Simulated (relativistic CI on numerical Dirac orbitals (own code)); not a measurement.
**Forbidden transitions in Yb XXXIV**

These numbers are calculated, not measured: Dirac-Coulomb-Breit CI, KLI orbitals optimised for each configuration, model QED, unscaled Slater integrals (own radial code, finite nucleus).

Configuration list (outside the closed core [Ar] 3d10): 4s2.4p6.4d, 4s2.4p6.4f, 4s2.4p5.4d2, 4s.4p6.4d2, 4s2.4p5.4d.4f, 4s.4p6.4d.4f, 4s2.4p6.5s, 4s2.4p6.5p, 4s2.4p6.5d, 4p6.4d3, 4p5.4d4, 4p5.4d3.4f, 4s.4p6.4f2, 4s.4p5.4f3, 4p6.4f3. Double excitations out of closed p, d and f shells are left out; levels of such configurations are missing from the list, as are those of other unlisted configurations, and high levels can miss mixing partners.

```csv
λ vac (nm),Lower,Upper,Type,A (s⁻¹),log gf
2.9973,4s2.4p6.4d 2D_3/2 [1],4s2.4p6.5s 2S_1/2 [160],E2,4.32e+08,-3.93
3.1022,4s2.4p6.4d 2D_5/2 [2],4s2.4p6.5s 2S_1/2 [160],E2,7.12e+08,-3.69
6.9216,4s2.4p5.4d2 4G°_11/2 [13],4s2.4p5.4d.4f 4I_15/2 [79],M2,4.02e+02,-8.34
7.3849,4s2.4p5.4d2 2H°_11/2 [20],4s2.4p5.4d.4f 4I_15/2 [79],M2,8.25e+03,-6.97
7.8553,4s2.4p6.4d 2D_5/2 [2],4s2.4p5.4d2 2G°_9/2 [24],M2,4.18e+03,-7.41
8.3017,4s2.4p6.4d 2D_5/2 [2],4s2.4p5.4d2 2G°_9/2 [19],M2,5.24e+02,-8.27
8.7408,4s2.4p6.4d 2D_5/2 [2],4s2.4p5.4d2 4G°_11/2 [13],E3,1.27e+01,-9.76
17.185,4s2.4p5.4d2 2H°_11/2 [20],4s2.4p5.4d2 2G°_9/2 [43],M1,1.79e+06,-4.10
17.795,4s2.4p5.4d2 4G°_11/2 [13],4s2.4p5.4d2 2H°_9/2 [39],M1,1.69e+06,-4.10
18.147,4s2.4p5.4d2 2G°_7/2 [14],4s2.4p5.4d2 2H°_9/2 [39],M1,1.12e+05,-5.26
18.397,4s2.4p5.4d2 2G°_9/2 [24],4s2.4p5.4d2 2G°_9/2 [43],M1,8.24e+05,-4.38
19.249,4s2.4p5.4d2 2F°_7/2 [16],4s2.4p5.4d2 2H°_9/2 [39],M1,1.33e+05,-5.13
19.942,4s2.4p5.4d2 2G°_9/2 [19],4s2.4p5.4d2 2H°_9/2 [39],M1,6.79e+05,-4.39
21.037,4s2.4p5.4d2 2F°_7/2 [27],4s2.4p5.4d2 2G°_9/2 [43],M1,1.47e+05,-5.01
42.532,4s2.4p5.4d2 4G°_7/2 [6],4s2.4p5.4d2 2G°_9/2 [24],M1,8.42e+02,-6.64
60.003,4s2.4p5.4d2 4G°_7/2 [6],4s2.4p5.4d2 2G°_9/2 [19],M1,1.17e+03,-6.20
63.338,4s2.4p5.4d2 4G°_9/2 [9],4s2.4p5.4d2 2G°_9/2 [24],M1,6.78e+03,-5.39
63.673,4s2.4p5.4d2 4D°_7/2 [10],4s2.4p5.4d2 2G°_9/2 [24],M1,9.89e+03,-5.22
77.536,4s2.4p5.4d2 4G°_11/2 [13],4s2.4p5.4d2 2G°_9/2 [24],M1,2.22e+03,-5.70
83.648,4s2.4p5.4d2 4G°_9/2 [9],4s2.4p5.4d2 2H°_11/2 [20],M1,1.58e+04,-4.70
84.699,4s2.4p5.4d2 2G°_7/2 [14],4s2.4p5.4d2 2G°_9/2 [24],M1,1.19e+04,-4.89
88.669,4s2.4p6.4d 2D_3/2 [1],4s2.4p6.4d 2D_5/2 [2],M1,1.54e+04,-4.96
110.33,4s2.4p5.4d2 4G°_11/2 [13],4s2.4p5.4d2 2H°_11/2 [20],M1,5.91e+03,-4.89
111.83,4s2.4p5.4d2 4G°_9/2 [9],4s2.4p5.4d2 2G°_9/2 [19],M1,5.97e+02,-5.95
112.87,4s2.4p5.4d2 4D°_7/2 [10],4s2.4p5.4d2 2G°_9/2 [19],M1,2.66e+03,-5.29
129.48,4s2.4p5.4d2 4G°_7/2 [6],4s2.4p5.4d2 4G°_9/2 [9],M1,1.02e+04,-4.59
146.07,4s2.4p5.4d2 2G°_9/2 [19],4s2.4p5.4d2 2G°_9/2 [24],M1,2.23e+03,-5.15
180.00,4s2.4p5.4d.4f 4I_13/2 [68],4s2.4p5.4d.4f 4I_15/2 [79],M1,3.96e+03,-4.51
201.58,4s2.4p5.4d2 2G°_7/2 [14],4s2.4p5.4d2 2G°_9/2 [19],M1,2.57e+02,-5.81
345.88,4s2.4p5.4d2 4G°_9/2 [9],4s2.4p5.4d2 4G°_11/2 [13],M1,2.87e+02,-5.21
```

Terms are leading LS components. Brackets give the number of a level in order of energy, since labels repeat. The list gives strong lines, with weight on those to low levels, among the lowest 200 of 2142 levels, so that lines to higher ones, which can be the strongest, are missing. Levels whose partners in the same complex of configurations lie outside the list can be far off, and so can their lines. Rates are taken at the computed energies, electric ones in the length gauge.

At this charge energies of transitions that change n are usually good to better than 1 %, and those within a shell (Δn = 0) to a few per cent.

LS names give the leading component of a level, which can be under half, so a name can repeat, a term be missing and a line seem to break the LS rules.
